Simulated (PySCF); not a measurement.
**Cd⁴²⁺: ionisation energy**

Cd⁴²⁺ [He] 2s2 2p2 (3P) → Cd⁴³⁺ [He] 2s2 2p1 (2P), as a difference of total energies. All numbers are calculated (PySCF 2.14, the spin-free X2C one-electron Hamiltonian (Gaussian nucleus), in an uncontracted even-tempered set (19 s from 18 bohr⁻², ratio 2.2; 12 p from 23 bohr⁻², ratio 2.2; 5 d from 91 bohr⁻², ratio 2.4; 5 f from 140 bohr⁻², ratio 2.4; 4 g from 200 bohr⁻², ratio 2.4)). Correlated levels: nothing frozen; virtual orbitals above 40 to 60 times the deepest correlated orbital energy dropped. The calculations carry no spin-orbit coupling.

| method | ionisation energy (eV) |
| --- | --- |
| UHF | 6765.9 |
| LDA | 6761.5 |
| PBE | 6764.5 |
| r2SCAN | 6768.4 |
| PW91 | 6765.8 |
| MP2 (all electrons) | 6765.4 |
| SCS-MP2 (all electrons) | 6765.0 |

Problem. Estimate what BLYP gives.

Solution. 6765.8 eV, closest to PW91 among the rows shown.

Problem. Estimate what PBE0 gives.

Solution. 6765.1 eV, closest to SCS-MP2 (all electrons) among the rows shown.

Spin-orbit coupling is strong in these open shells (close to jj coupling). The scalar numbers leave it out and a first-order estimate fails, so it can dominate the gap to the real levels.

For this ion Breit and QED terms and the two-electron picture change, all absent here, outweigh the differences among the correlated methods.

For comparison: 6869 ± 8 eV (semi-empirical (NIST evaluation); NIST Atomic Spectra Database, ionization energies).
